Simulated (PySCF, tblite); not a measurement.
Isomers of C3H7F2Si2 (doublet state), one GFN2-xTB conformer each. Single-point energies are computed at B3LYP/pcH-1 (PySCF, gas phase, no added dispersion term), electronic only. GFN2-xTB treats the open shell by occupation alone, and not every SCF solution was tested for stability.

```tsv
SMILES	GFN2-xTB relative energy (kcal/mol)
C=C([SiH2][SiH2])C(F)F	4.4
[H]/[C]=C\[Si@@H]([SiH3])C(F)F	40.2
C=[C][Si@H]([SiH3])C(F)F	30.2
C=C[Si@@H]([SiH2])C(F)F	14.6
C=C[Si@@H]([SiH3])[C](F)F	26.8
C=C[Si]([SiH3])C(F)F	12.9
C=C([SiH2][SiH3])[C](F)F	6.0
C=C([SiH][SiH3])C(F)F	0.0
```

Conformers: `[CH2:1]=[C:2]([SiH2:3][SiH2:4])[CH:5]([F:6])[F:7]` (doublet state) with C1–C2–Si3–Si4 98°, C2–Si3–Si4–H -172° and -38°, C1–C2–C5–F6 -139°; `[H]/[C:1]=[CH:2]\[Si@@H:3]([SiH3:4])[CH:5]([F:6])[F:7]` (doublet state) with C1–C2–Si3–Si4 118°, C2–Si3–C5–F6 179°; `[CH2:1]=[C:2][Si@H:3]([SiH3:4])[CH:5]([F:6])[F:7]` (doublet state) with C1–C2–Si3–Si4 -3°, C2–Si3–C5–F6 -169°; `[CH2:1]=[CH:2][Si@@H:3]([SiH2:4])[CH:5]([F:6])[F:7]` (doublet state) with C1–C2–Si3–Si4 82°, C2–Si3–Si4–H -50° and 86°, C2–Si3–C5–F6 -67°; `[CH2:1]=[CH:2][Si@@H:3]([SiH3:4])[C:5]([F:6])[F:7]` (doublet state) with C1–C2–Si3–Si4 58°, C2–Si3–C5–F6 -49°; `[CH2:1]=[CH:2][Si:3]([SiH3:4])[CH:5]([F:6])[F:7]` (doublet state) with C1–C2–Si3–Si4 28°, C2–Si3–C5–F6 69°; `[CH2:1]=[C:2]([SiH2:3][SiH3:4])[C:5]([F:6])[F:7]` (doublet state) with C1–C2–Si3–Si4 -109°, C1–C2–C5–F6 -1°; `[CH2:1]=[C:2]([SiH:3][SiH3:4])[CH:5]([F:6])[F:7]` (doublet state) with C1–C2–Si3–Si4 -166°, C1–C2–C5–F6 119°.

What does B3LYP/pcH-1 give for the same structures?

| SMILES | B3LYP/pcH-1 E (Eh) | B3LYP/pcH-1 (kcal/mol) | GFN2-xTB (kcal/mol) | point group |
| --- | --- | --- | --- | --- |
| C=C([SiH][SiH3])C(F)F | -897.17297 | 0.0 | 0.0 | C1 |
| C=C([SiH2][SiH3])[C](F)F | -897.16975 | 2.0 | 6.0 | C1 |
| C=C([SiH2][SiH2])C(F)F | -897.16773 | 3.3 | 4.4 | C1 |
| C=C[Si]([SiH3])C(F)F | -897.16648 | 4.1 | 12.9 | C1 |
| C=C[Si@@H]([SiH2])C(F)F | -897.16354 | 5.9 | 14.6 | C1 |
| C=C[Si@@H]([SiH3])[C](F)F | -897.15717 | 9.9 | 26.8 | C1 |
| C=[C][Si@H]([SiH3])C(F)F | -897.14256 | 19.1 | 30.2 | C1 |
| [H]/[C]=C\[Si@@H]([SiH3])C(F)F | -897.13102 | 26.3 | 40.2 | C1 |

Both levels put the same isomer lowest; measured from each level's own lowest isomer, the values differ by up to 16.9 kcal/mol (C=C[Si@@H]([SiH3])[C](F)F: 26.8 against 9.9). Neighbours under 5.0 kcal/mol apart (C=C([SiH][SiH3])C(F)F and C=C([SiH2][SiH3])[C](F)F; C=C([SiH2][SiH3])[C](F)F and C=C([SiH2][SiH2])C(F)F; C=C([SiH2][SiH2])C(F)F and C=C[Si]([SiH3])C(F)F; C=C[Si]([SiH3])C(F)F and C=C[Si@@H]([SiH2])C(F)F; others) can change places with a better method, another conformer or zero-point energy.

What happens when harmonic zero-point energies from GFN2-xTB frequencies are added?

```csv
SMILES,ZPE (kcal/mol),electronic (kcal/mol),with ZPE (kcal/mol)
C=C([SiH][SiH3])C(F)F,52.7,0.0,0.5
C=C([SiH2][SiH3])[C](F)F,50.2,2.0,0.0
C=C([SiH2][SiH2])C(F)F,52.8,3.3,3.8
C=C[Si]([SiH3])C(F)F,53.8,4.1,5.6
C=C[Si@@H]([SiH2])C(F)F,53.7,5.9,7.3
C=C[Si@@H]([SiH3])[C](F)F,51.6,9.9,9.2
C=[C][Si@H]([SiH3])C(F)F,50.8,19.1,17.6
[H]/[C]=C\[Si@@H]([SiH3])C(F)F,50.6,26.3,24.7
```

The zero-point energies span 3.6 kcal/mol. C=C([SiH2][SiH3])[C](F)F becomes the lowest.
